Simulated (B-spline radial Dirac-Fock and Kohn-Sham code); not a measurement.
Dipole and non-dipole photoemission parameters of Au²⁺ 3p3/2

System: Au²⁺, configuration 1s2 2s2 2p6 3s2 3p6 3d10 4s2 4p6 4d10 4f14 5s2 5p6 5d9; threshold 2757.0 eV (orbital energy of the model). Method: Dirac-Hartree-Slater photoionisation with a Latter tail; cross sections with all multipoles, angular parameters from the dipole term and its interference with E2. Computed with a B-spline atomic structure program.

For linearly polarised light dσ/dΩ = σ/(4π) [1 + β P₂(cos θ) + (δ + γ cos²θ) sin θ cos φ], with θ from the polarisation vector and φ the angle between the beam and the projection of the electron momentum on the plane normal to the polarisation.

| hν (eV) | σ (kb) | β | γ | δ |
| --- | --- | --- | --- | --- |
| 2984.4 | 100 | 0.802 | 0.299 | 0.166 |
| 4290 | 54.0 | 1.496 | 0.043 | 0.015 |
| 5080 | 39.1 | 1.593 | -0.054 | 0.012 |
| 6000 | 28.0 | 1.650 | -0.045 | 0.014 |
| 6680 | 22.4 | 1.673 | 0.007 | 0.017 |
| 7600 | 16.9 | 1.690 | 0.112 | 0.020 |
| 8047.8 | ? | ? | ? | ? |
| 9420 | 10.4 | 1.698 | 0.366 | 0.027 |
| 10600 | 7.85 | 1.694 | 0.538 | 0.031 |
| 12500 | 5.27 | 1.681 | 0.809 | 0.036 |

Q: Give the values at Cu Kα (8047.8 eV).

A: σ = 14.9 kb, β = 1.694, γ = 0.171, δ = 0.022.
